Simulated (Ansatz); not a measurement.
Cost and result for the atomization energy of C2H7FGaNS (`C[N](C)[Ga]([F])[SH]`) (13 atoms, 12 bonds).

```xyz
13

C    -0.976    0.944    1.013
N    -0.161    0.113    0.161
C    -0.462   -1.291    0.251
Ga    1.111    0.816   -0.905
F     1.267    2.562   -0.821
S     2.475   -0.194   -2.278
H    -0.703    1.994    0.902
H    -2.043    0.843    0.767
H    -0.855    0.671    2.071
H    -0.315   -1.670    1.272
H    -1.504   -1.498   -0.030
H     0.179   -1.877   -0.413
H     1.988   -1.413   -1.990
```

The species carries charge 0 and has multiplicity 1. Correlated methods include outer-core shells of Ga, which these sets cover unevenly. Scalar relativity is left out up to krypton. All single points use the PBE0-D4/def2-TZVP geometry. It is one conformer, not always the lowest. Program: Ansatz. All runs use 3 threads of an AMD EPYC 7R13 on a shared host and a share of an NVIDIA H100 80 GB. Times are those of one run each, without the atoms' runs, and a repeat can differ threefold. Electronic energies, without spin–orbit coupling; frozen cores. CCSD(T)/CBS adds CCSD(T) − MP2 in def2-TZVPP to the MP2 limit, and its time is that of the two runs behind it. T1 = 0.013. With those shells the extrapolation isn't a true limit. B3LYP takes the VWN-RPA correlation (the form of Gaussian; ORCA's B3LYP/G).

CCSD(T)/CBS is a level of theory with its own doubt, some kJ/mol a heavy atom from the limit and from the frozen cores, so smaller differences don't rank the functionals.

```tsv
level	functions	wall time	atomization (kJ/mol)	difference from CCSD(T)/CBS	per bond
BHLYP-D4/def2-TZVPP	312	2.6 s	4482.2	-159.4	-13.3
revPBE-D4/def2-TZVPP	312	2.9 s	4600.3	-41.3	-3.4
PBE0-D4/def2-TZVPP	312	2.9 s	4634.6	-7.0	-0.6
B3LYP-D4/def2-TZVPP (with forces)	312	3.2 s	4616.2	-25.4	-2.1
CCSD(T)/def2-SVP	141	3.3 s	4389.0	-252.6	-21.0
CAM-B3LYP-D4/def2-TZVPP	312	3.3 s	4645.6	4.0	0.3
r2SCAN-D4/def2-TZVPP (with forces)	312	4.2 s	4639.6	-2.0	-0.2
B2PLYP/def2-TZVPP	312	4.3 s	4576.5	-65.1	-5.4
B97M-V/def2-TZVPP	312	4.8 s	4636.4	-5.2	-0.4
PBE-QIDH/def2-TZVPP	312	5.5 s	4608.7	-32.9	-2.7
CCSD(T)/def2-TZVPP	312	7.5 s	4526.0	-115.6	-9.6
MP2/def2-QZVPP	597	8.1 s	4675.7	34.1	2.8
CCSD(T)/CBS(def2)	–	16 s	4641.6	0.0	0.0
```

From PBE to PBE0 (25 % exact exchange), in def2-TZVPP and without D4, the atomization energy moves by −82.1 kJ/mol: exact exchange takes away binding that semilocal exchange gives to molecules. At CCSD(T), def2-SVP lies −252.6 kJ/mol from the extrapolated value and def2-TZVPP −115.5 kJ/mol: correlation converges slowly with the basis, and small sets miss more of it in the bonded molecule than in its fragments. The D4 term adds +49.4 kJ/mol with B3LYP and +26.3 kJ/mol with PBE0; it sums over pairs of atoms, weighted by their polarisabilities, and B3LYP, whose exchange is more repulsive, gets the larger term.
